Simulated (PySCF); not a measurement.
# Reading the logs of faulty runs: BC2H4O anion

Calculated results; nothing here was measured. They come from PySCF 2.14.0, an open-source quantum chemistry program, on an isolated molecule that a program drew, which may never have been made. The molecule is BC2H4O anion (charge -1, singlet), drawn as the SMILES string `CB=C[O-]`.

Each row is a Hartree-Fock (HF) and frozen-core CCSD(T) single point in the aug-cc-pVDZ basis, meant for a local HF minimum. Run 1 is clean. Each other run has one planted mistake out of seven kinds, and not every kind appears here: one electron removed, one electron added, multiplicity raised by two, geometry at a saddle point, minimal basis STO-3G, one bond length entered in bohr, all coordinates scaled. The reference is restricted for singlets and unrestricted otherwise, and also for a bond in bohr. Adding or removing an electron swaps singlet and doublet. Electrons count all cores. HOMO and LUMO are orbital energies over both spins, the gradient is its largest component, and the lowest frequency (negative if imaginary) is given only where the gradient is small. Bond lengths are over the 7 bonds as drawn. T1 is the CCSD diagnostic: over 0.02 (restricted) or 0.045 (unrestricted) a single reference is doubtful.

Geometry of the clean run:
```xyz
8
BC2H4O anion, angstrom
C    -0.2787   -0.8980    1.5495
B    -0.5053    0.6003    2.0729
C     0.0794    1.7142    1.1811
O    -0.3983    2.4368    0.3151
H    -0.7294   -1.0123    0.5500
H    -0.6741   -1.6894    2.1884
H     0.8001   -1.0858    1.4244
H     1.1536    1.9083    1.4723
```

```
run  electrons  basis functions  <S^2>  HOMO (eV)  LUMO (eV)  gradient (hartree/bohr)  lowest frequency (cm^-1)  mean bond (Å)  longest bond (Å)      T1  HF (hartree)  CCSD(T) (hartree)                     mistake
  1         30              128  0.000      -1.31       3.76                  2.3e-05                       133         1.2565             1.603  0.0200    -177.54391         -178.17777                    no fault
  2         30               24  0.000       4.19      16.14                  5.5e-02                         -         1.2565             1.603  0.0154    -175.03493         -175.27828        minimal basis STO-3G
  3         30              128  0.000      -0.89       3.80                  2.0e-01                         -         1.1434             1.459  0.0178    -177.46310         -178.07558      all coordinates scaled
  4         30              128  2.044      -0.64       3.76                  3.3e-02                         -         1.2565             1.603  0.0243    -177.53423         -178.14400  multiplicity raised by two
  5         29              128  0.840     -10.07       0.53                  4.7e-02                         -         1.2565             1.603  0.0268    -177.54957         -178.13808                           ?
```

**Which mistake was planted in run 5, and what did it cost?**

It counts 29 electrons, one fewer than the clean run, at the same geometry and basis. So the mistake is: one electron removed. Subtracting run 1 and multiplying by 627.51 kcal/mol a hartree, the energy moved by -3.6 kcal/mol in HF and 24.9 kcal/mol in CCSD(T).

Cautions from the logs. Run 2: the HOMO is above zero, so the electron isn't bound and the energy depends on the basis.
